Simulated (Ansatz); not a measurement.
FH3Sn (`[F][SnH3]`), relaxed with RKS PBE-D4/def2-SVP in Ansatz 0.2.0 from a rough embedded geometry. The force threshold is 0.03 eV/Å; the program also tests the step.

Charge 0, multiplicity 1. Sn takes the def2 core potential.

Start:

```xyz
5

F    -0.436    1.646   -0.789
Sn    0.011   -0.018    0.001
H     1.693   -0.433   -0.369
H    -1.068   -1.269   -0.580
H    -0.200    0.074    1.737
```

```json
{"step": "1", "energy (eV)": "-8591.7648", "largest force (eV/Å)": "1.835", "largest move (Å)": "0.000"}
{"step": "2", "energy (eV)": "-8591.8302", "largest force (eV/Å)": "0.298", "largest move (Å)": "0.176"}
{"step": "3", "energy (eV)": "-8591.8821", "largest force (eV/Å)": "0.317", "largest move (Å)": "0.112"}
{"step": "4", "energy (eV)": "-8591.8875", "largest force (eV/Å)": "0.009", "largest move (Å)": "0.026"}
```

End:

```xyz
5

F    -0.429    1.617   -0.776
Sn    0.028   -0.105    0.050
H     1.671   -0.399   -0.388
H    -1.075   -1.244   -0.631
H    -0.195    0.131    1.745
```

It took 3.4 s on 2 threads of a server CPU on a shared host, with 0.13 GiB of host memory at the peak.
